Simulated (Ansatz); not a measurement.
Molecule: C₄H₅S, net charge 0, doublet state. It need not be the lowest isomer of its formula. SMILES: [CH]1C=CCS1
Coordinates optimised at B3LYP-D3(BJ)/def2-TZVP (Ansatz, a first-principles code):
```xyz
10

C     -1.2718     0.0450     0.0580
C     -0.7928    -1.2562    -0.0693
C      0.5727    -1.3650    -0.1366
C      1.3002    -0.0594    -0.0604
S     -0.0042     1.2316     0.1014
H     -2.3018     0.3541     0.1274
H     -1.4587    -2.1079    -0.1108
H      1.1116    -2.2959    -0.2361
H      1.9710     0.0069     0.8016
H      1.8960     0.1511    -0.9538
```
Charge 0, spin multiplicity 2.

Computed values are from Ansatz. Correlated levels leave the core frozen unless marked. UHF or UKS for open shells. Spin-orbit coupling is left out. No relativistic terms. CBS(X,Y): correlation extrapolated as X^-3; Hartree-Fock from the larger set. The bracket is a focal-point correction in the basis named.

The atomisation energy De is 4173.9 kJ/mol at RI-MP2/CBS(cc-pV(T+d)Z,cc-pV(Q+d)Z)+[CCSD(T)-MP2]/cc-pV(T+d)Z and the total energy comes out as -552.9313 Eh at RI-MP2/CBS(cc-pV(T+d)Z,cc-pV(Q+d)Z)+[CCSD(T)-MP2]/cc-pV(T+d)Z. The dipole moment comes out as 1.15 D at CCSD(T)/aug-cc-pV(D+d)Z. The T1 diagnostic comes out as 0.028 at CCSD/cc-pV(T+d)Z.

The UHF reference is spin-contaminated (<S^2> 0.20 over the pure value in the largest basis).
